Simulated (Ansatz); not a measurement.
```yaml
crystal:
  periodic: [false, false, false]
  atoms:
    - {symbol: S, position_ang: [-2.444938, -2.911535, -0.668990]}
    - {symbol: Zn, position_ang: [-4.600367, -2.241921, 0.145395]}
    - {symbol: S, position_ang: [-4.259552, -1.602828, 2.467575]}
    - {symbol: S, position_ang: [0.772959, -2.344808, -2.216188]}
    - {symbol: Zn, position_ang: [-1.092132, -2.548267, 1.298197]}
    - {symbol: S, position_ang: [-1.391876, -0.174045, 1.067813]}
    - {symbol: Zn, position_ang: [-2.151549, 2.441731, 0.993742]}
    - {symbol: S, position_ang: [0.206298, 1.097252, -2.131420]}
    - {symbol: Zn, position_ang: [1.451775, -2.347003, 0.117976]}
    - {symbol: S, position_ang: [2.107076, -0.147579, 0.767891]}
    - {symbol: Zn, position_ang: [0.401186, 0.936685, 2.388901]}
    - {symbol: S, position_ang: [0.285280, 2.948251, 1.042143]}
    - {symbol: Zn, position_ang: [-1.220564, 2.975255, -1.568203]}
    - {symbol: Zn, position_ang: [4.011139, -1.638247, 0.219929]}
    - {symbol: S, position_ang: [4.169876, 1.948195, -0.742636]}
    - {symbol: Zn, position_ang: [2.387800, 4.253561, -0.377081]}
    - {symbol: H, position_ang: [-2.658931, -4.257978, -0.707627]}
    - {symbol: H, position_ang: [-0.568769, -2.563136, -1.938572]}
    - {symbol: H, position_ang: [-4.556717, -0.188245, -0.677850]}
    - {symbol: H, position_ang: [-5.984142, -2.580552, -0.486634]}
    - {symbol: H, position_ang: [-4.988010, -2.649043, 2.957622]}
    - {symbol: H, position_ang: [-2.951270, -2.342486, 2.582408]}
    - {symbol: H, position_ang: [3.699983, -1.403637, -2.132222]}
    - {symbol: H, position_ang: [0.592144, -0.936420, -2.331320]}
    - {symbol: H, position_ang: [-1.857603, -2.972896, 2.670440]}
    - {symbol: H, position_ang: [-0.789032, 0.037774, -0.146097]}
    - {symbol: H, position_ang: [-3.059449, 2.772358, 2.215939]}
    - {symbol: H, position_ang: [1.304817, 1.909067, -2.334546]}
    - {symbol: H, position_ang: [-3.874919, -0.100215, -0.310403]}
    - {symbol: H, position_ang: [3.036805, -3.037567, 0.004484]}
    - {symbol: H, position_ang: [0.453188, -3.235109, 1.093036]}
    - {symbol: H, position_ang: [1.569393, 0.356910, -0.419294]}
    - {symbol: H, position_ang: [0.652560, 0.643220, 3.897503]}
    - {symbol: H, position_ang: [0.493215, 2.159786, -0.077865]}
    - {symbol: H, position_ang: [-2.437988, 2.203090, -0.654257]}
    - {symbol: H, position_ang: [-1.174246, 4.377522, -2.237783]}
    - {symbol: H, position_ang: [3.886271, -0.673972, -1.936661]}
    - {symbol: H, position_ang: [5.511057, -1.335682, 0.458087]}
    - {symbol: H, position_ang: [5.034936, 2.751808, -1.429991]}
    - {symbol: H, position_ang: [5.126500, 1.588535, 0.164350]}
    - {symbol: H, position_ang: [3.034432, 5.138466, 0.742088]}
    - {symbol: H, position_ang: [1.873335, 3.693709, -1.769866]}
basis:
  gaussian: {orbitals: "6-31G*", fitting: {mean_field: def2-universal-jkfit}, nuclear_model: gaussian}
magnetization: {spin_polarized: true, initial_magnetization: 2}
hamiltonian: {xc: {name: PBE0}, dispersion: d4}
scf: {omitted_lower_state_checks: [starts]}
output: {forces: true}
```

```sh
$ ansatz run in.yaml --threads 2 --pin off --events-out ev --progress --plain --max-ram 32768MiB --backend cuda --devices 0, --max-vram 18GiB
```

Output, abridged:

```
Functional definition: PBE0
3604 factors; integrals over basis functions are off by at most 2.7e-1 eV
mean field evaluation 1: about -474288.4356 eV, gradient 6.0e1 eV
mean field evaluation 2: about -474272.6630 eV, gradient 9.2e1 eV
mean field evaluation 4: about -474295.6238 eV, gradient 1.8e1 eV
mean field evaluation 8: about -474299.3453 eV, gradient 9.9e-1 eV
mean field evaluation 16: about -474299.3776 eV, gradient 3.8e-1 eV
mean field evaluation 32: about -474299.6086 eV, gradient 2.4e-5 eV
mean field -474299.60856155 eV, -17430.1891228153 hartree, gradient 3.0e-7 eV, S^2 2.007178; 0 other end points of the search recorded, 0 dependent functions left out
reference -474299.60865073 eV, -17430.1891260927 hartree; 198, 196 occupied and 294, 296 virtual orbitals, 3604 factors
Total energy: -474301.80272544 eV, -17430.2697568513 hartree
Atom 0 force    -0.332906    -0.457331     0.234672 eV/Å
Atom 1 force     0.085112    -0.140553     0.023549 eV/Å
Atom 2 force    -0.067403    -0.704790    -0.067373 eV/Å
Atom 3 force    -0.582304     0.543264     0.111039 eV/Å
Atom 4 force     0.134353     0.006974    -0.061031 eV/Å
Atom 5 force     0.291186     0.175230    -0.174213 eV/Å
Atom 6 force     0.027880    -0.013136     0.126909 eV/Å
Atom 7 force    -0.055370     1.183408    -0.440786 eV/Å
Atom 8 force     0.409001     0.040030     0.201887 eV/Å
Atom 9 force     0.057937    -0.466046     0.159057 eV/Å
Atom 10 force     0.227959    -0.209779    -0.339833 eV/Å
Atom 11 force     0.174931    -0.334454    -0.456916 eV/Å
Atom 12 force    -0.372831    -0.763741     0.226479 eV/Å
Atom 13 force    -0.341562    -0.096106     0.311041 eV/Å
Atom 14 force     0.550855     0.226934    -0.032897 eV/Å
Atom 15 force    -0.141171    -0.091978     0.542724 eV/Å
Atom 16 force     0.066383     0.429854    -0.046498 eV/Å
Atom 17 force     0.476036     0.087380    -0.162604 eV/Å
Atom 18 force     0.727020     0.177524     0.352638 eV/Å
Atom 19 force     0.195007     0.038791     0.106606 eV/Å
Atom 20 force     0.259911     0.419073    -0.099643 eV/Å
Atom 21 force    -0.305914     0.229264     0.058720 eV/Å
Atom 22 force     0.218404     0.858107     0.088050 eV/Å
Atom 23 force     0.145140    -1.044674     0.053232 eV/Å
Atom 24 force     0.014187     0.067360    -0.169676 eV/Å
Atom 25 force    -0.241131    -0.166486     0.434551 eV/Å
Atom 26 force     0.073406     0.002824    -0.155911 eV/Å
Atom 27 force    -0.168199    -0.266185     0.012592 eV/Å
Atom 28 force    -0.703117    -0.035775    -0.390600 eV/Å
Atom 29 force    -0.066915     0.181420     0.072294 eV/Å
Atom 30 force     0.014089     0.216358    -0.134866 eV/Å
Atom 31 force     0.066107     0.181122     0.141674 eV/Å
Atom 32 force    -0.066860     0.083775    -0.121882 eV/Å
Atom 33 force     0.085750     0.242208     0.718299 eV/Å
Atom 34 force     0.120679     0.306645    -0.372517 eV/Å
Atom 35 force     0.169906     0.068272     0.055074 eV/Å
Atom 36 force    -0.235995    -0.745820    -0.392745 eV/Å
Atom 37 force    -0.217608    -0.014666    -0.035651 eV/Å
Atom 38 force    -0.295338    -0.314036     0.194189 eV/Å
Atom 39 force    -0.357215     0.158379    -0.196948 eV/Å
Atom 40 force    -0.025837    -0.025309    -0.336630 eV/Å
Atom 41 force    -0.013564    -0.033328    -0.036056 eV/Å
Dipole moment:     0.135377    -1.120865    -0.741114 e Å
Checks for a lower state left out: starts
```

Hardware: 2 threads of AMD EPYC 7R13 on a shared host and a share (18 GiB) of an NVIDIA H100 80GB HBM3. Wall time 35 s, peak host memory 3.7 GiB.

The 6-31G sets use Cartesian d functions. The geometry of the charge 0 triplet is only loosely relaxed.
